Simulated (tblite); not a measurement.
Compound: C6H12NP.
Geometry (GFN2-xTB, Å), atoms numbered from 1 in this order:
```xyz
20
C6H12NP angstrom
C      2.5815    1.2181   -0.4651
C      1.5790    0.6762    0.2044
P      0.5284   -0.5406   -0.5966
N      1.1278   -0.8754   -1.9926
C      0.0317   -1.7360    0.7689
C     -1.1794   -0.8571    1.1228
C     -1.2524   -0.0520   -0.1887
C     -1.6507    1.4075   -0.1026
H      2.7575    0.9148   -1.4840
H      3.2443    1.9529   -0.0359
H      1.3474    0.9275    1.2315
H      0.5987   -1.5492   -2.5294
H     -0.2663   -2.6934    0.3368
H      0.7398   -1.9258    1.5737
H     -0.9539   -0.1996    1.9621
H     -2.0856   -1.4154    1.3571
H     -1.8990   -0.5663   -0.9109
H     -1.0481    1.9340    0.6346
H     -1.5066    1.8909   -1.0676
H     -2.6993    1.4998    0.1785
```

Calculated harmonic vibrations of the isolated species, GFN2-xTB (tblite), most abundant isotopes, no scaling. Against measured fundamentals such values can be off by several per cent, at times by over 20. One conformer, not necessarily the lowest.

Harmonic wavenumbers (cm⁻¹): 70.4, 101.1, 154.4, 163.1, 185.6, 209.8, 252.8, 308.4, 351.2, 394.6, 428.7, 523.5, 555.1, 632.1, 660.9, 732.1, 755.0, 866.8, 904.1, 914.8, 922.5, 979.9, 981.9, 1001.8, 1010.5, 1015.9, 1116.6, 1133.6, 1150.7, 1182.2, 1208.3, 1223.0, 1226.2, 1252.3, 1305.4, 1367.2, 1406.8, 1439.7, 1487.9, 1493.3, 1494.9, 1659.4, 2894.8, 2962.0, 2985.9, 2991.3, 2999.4, 3007.8, 3022.7, 3030.6, 3034.6, 3083.5, 3124.4, 3394.4.

A = 2311, B = 1451, C = 1259 MHz; mass 129.071 u (most abundant isotopes); point group C1, symmetry number 1.

Problem. Zero-point energy?

Solution. ½Σν̃ = 36378 cm⁻¹ = 435.18 kJ/mol.

Problem. What is S at 400 K and 1 bar for an ideal gas of classical rigid rotors and harmonic oscillators?

Solution. Translation 175.58, rotation 123.84, vibration 157.94: S = 457.4 J/(mol K).

Problem. And Cp and H(400 K) − H(0)?

Solution. Cp = 209.01 J/(mol K), of which vibrations give 175.75 (their classical limit is 54 R = 449.0); H(400 K) − H(0) = 47.91 kJ/mol without the zero-point energy, 34.61 from vibrations.

Problem. Blend soft modes into free rotors: weight 1/[1 + (100 cm⁻¹/ν̃)⁴] for the oscillator and the rest for a rotor with moment μB/(μ + B), μ = h/(8π²ν), B = 10⁻⁴⁴ kg m². What vibrational entropy results?

Solution. 151.43 J/(mol K) in place of 157.94, which changes −T·S at 400 K by +2.60 kJ/mol.

Problem. Which modes carry the vibrational entropy at 400 K?

Solution. 70.4 cm⁻¹: 19.76; 101.1 cm⁻¹: 16.77; 154.4 cm⁻¹: 13.31; 163.1 cm⁻¹: 12.87; 185.6 cm⁻¹: 11.83; 209.8 cm⁻¹: 10.85 J/(mol K); the other 48 give 72.56 together.

Problem. What must be added to the electronic energy to get the Gibbs energy at 400 K and 1 bar?

Solution. ZPE + [H(400 K) − H(0)] − T·S = 435.18 + 47.91 − 182.95 = 300.14 kJ/mol.

Hindered rotation and anharmonicity are outside this model. Other conformers, if any are populated, would add a mixing term that is left out. The structure is chiral; the term R ln 2 for an equal mix with its mirror image is left out.

Time: 0.8 s of wall time. Hardware: one thread, Arm Neoverse V1 (aarch64), no GPU, shared host. The figure is for the frequency step alone.
